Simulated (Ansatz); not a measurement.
Harmonic frequencies (cm⁻¹) at PBE0-D4/def2-TZVP from Ansatz: 213, 335, 435, 528, 564, 663, 750, 938, 945, 1060, 1153, 1177, 1320, 1478, 1533, 3087, 3156, 3919.

Each molecule was computed in one conformer, which needn't be the lowest.

**Question.** Which molecule is it?
A. `OB1OCS1`
B. `CC(O)Cl`
C. `SC1OBO1`
D. `OB1OC1S`

**Answer.** A.
